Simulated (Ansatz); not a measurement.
Abridged output of a molecular run in Ansatz:

```
Functional definition: HF
975 factors; integrals over basis functions are off by at most 6.9e-4 eV
mean field evaluation 1: about -26718.2628 eV, gradient 2.7e1 eV
mean field evaluation 2: about -26718.4294 eV, gradient 2.8e1 eV
mean field evaluation 4: about -26720.1922 eV, gradient 2.7e0 eV
mean field evaluation 8: about -26720.2335 eV, gradient 2.5e-1 eV
mean field -26720.23379300 eV, -981.9504802678 hartree, gradient 7.6e-6 eV, S^2 0.000000; 0 other end points of the search recorded, 0 dependent functions left out
12 core orbitals not correlated: weight in the atoms' cores, before any rotation towards them, 1.000 or more for the frozen orbitals, at most 0.000 for the correlated occupied ones
reference -26720.23379300 eV, -981.9504802678 hartree; 12, 12 occupied and 136, 136 virtual orbitals, 975 factors
second order -19.24707516 eV of doubles, -0.00000000 eV of singles
cycle   1  -19.68085008 eV  change   -4.3e-1 eV  update   9.3e-2
cycle   2  -20.09804792 eV  change   -4.2e-1 eV  update   2.7e-2
cycle   3  -20.19523660 eV  change   -9.7e-2 eV  update   1.4e-2
cycle   4  -20.18539006 eV  change    9.8e-3 eV  update   3.6e-3
cycle   5  -20.18243463 eV  change    3.0e-3 eV  update   1.4e-3
cycle   6  -20.18282427 eV  change   -3.9e-4 eV  update   4.8e-4
cycle   7  -20.18256377 eV  change    2.6e-4 eV  update   1.5e-4
cycle   8  -20.18256037 eV  change    3.4e-6 eV  update   5.3e-5
cycle   9  -20.18258559 eV  change   -2.5e-5 eV  update   2.1e-5
perturbative correction -0.81658556 eV, -0.0300089659 hartree
Total energy: -26741.23296415 eV, -982.7221855739 hartree
```

Its atoms:

Cartesian coordinates in Å:
```
F -0.574 -0.064 1.344
B 0.274 -0.170 0.341
S -0.162 0.330 -1.325
Cl 1.870 -0.817 0.650
H -1.408 0.721 -1.009
```

(1) Which basis set was used?
A. def2-TZVPP
B. def2-TZVPPD
C. def2-SVPD
D. def2-SVP

(2) Write the keys of the input that set method, charge and spin (a neutral closed shell needs none for the last two).

## Answers

(1) A. It gives 160 functions.

(2) 
```yaml
correlation: {method: ccsd_t}
```
